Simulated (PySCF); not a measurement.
## Spinor energies of Re³⁷⁺ (rhenium, charge +37)

Start: [Kr] 4d2; 4d3/2 filled at m_j = +1/2, +3/2. Calculated with PySCF 2.14 in an even-tempered Gaussian basis (17 s from 4.1 bohr⁻², ratio 2.8; 14 p from 5.4 bohr⁻², ratio 2.8; 9 d from 5.4 bohr⁻², ratio 2.8; 3 f from 20 bohr⁻², ratio 3): generalised Hartree-Fock with the X2C-1e Hamiltonian and a Gaussian nucleus; one run each with spin-orbit coupling (SO) switched off, then screened by Boettger's factors.

```
spinor shell  electrons  ε, spin-free (eV)  ε, screened SO (eV)  weight of nominal j (screened SO)  rms radius, screened SO (bohr)
       1s1/2          2           -73670.5             -73646.4                              1.000                          0.0204
       2s1/2          2           -14244.1             -14235.8                              1.000                          0.0824
       2p1/2          2           -12640.7             -13672.2                              1.000                          0.0700
       2p3/2          4           -12640.7             -12223.5                              1.000                          0.0775
       3s1/2          2            -4550.5              -4547.3                              1.000                           0.208
       3p1/2          2            -4066.5              -4298.5                              1.000                           0.200
       3d3/2          4            -3521.3              -3563.9                              1.000                           0.188
       3d5/2          6            -3521.3              -3489.6                              1.000                           0.192
       4s1/2          2            -2013.0              -2011.7                              1.000                           0.437
       4p1/2          2            -1828.5              -1905.2                              0.999                           0.437
       4p3/2          4            -1828.5              -1795.7                              1.000                           0.464
       4d3/2          2            -1633.2              -1643.8                              0.997                           0.446
```

Task: Where does 3p3/2 lie, and what is the 3p spin-orbit splitting (screened SO)?

Result: At -3969.8 eV, 328.66 eV above 3p1/2.

```tsv
quantity	spin-free	screened SO
E (hartree)	-15867.13007	-15888.95316
M_J	2	2
⟨J²⟩	8.001	6.018
⟨L²⟩	12.001	10.248
⟨S²⟩	2.000	1.584
```

Each row is a mean over spinors that exchange with the open shell spreads, by up to 17.102 eV (4p1/2).

Breit and QED terms are absent; they matter most for the inner s and p1/2 levels.

Densities and radii are taken from the X2C orbitals without a picture-change correction, which distorts them close to the nucleus.

Without spin-orbit coupling the j labels of p, d and f shells carry no meaning; the spin-free column gives the mean over the occupied spinors of each nl shell, and its ⟨J²⟩ belongs to a mixture of degenerate components.
